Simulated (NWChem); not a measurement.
System: SiH₂O₂Cl₂; SMILES O[Si](O)(Cl)Cl

```xyz
7

O     -0.1008     1.3737    -1.2301
Si     0.0000     0.0000    -0.3394
O      0.1008    -1.3737    -1.2301
Cl    -1.6837    -0.0177     0.8174
Cl     1.6837     0.0177     0.8174
H      0.7013     1.6608    -1.6787
H     -0.7013    -1.6608    -1.6787
```
Atoms are numbered in this order, from 1.

All runs: NWChem. Structure relaxed at the PBE0/def2-SVP level.

For level TPSS/aug-pcseg-1:

```
Item              Value
----------------  -----
orbital gap (eV)   6.72
dipole (D)         1.92
```

Question: Estimate the same quantities for level TPSS/pcseg-2.

Answer: 
* **orbital gap (eV)**: 7.08
* **dipole (D)**: 2.03
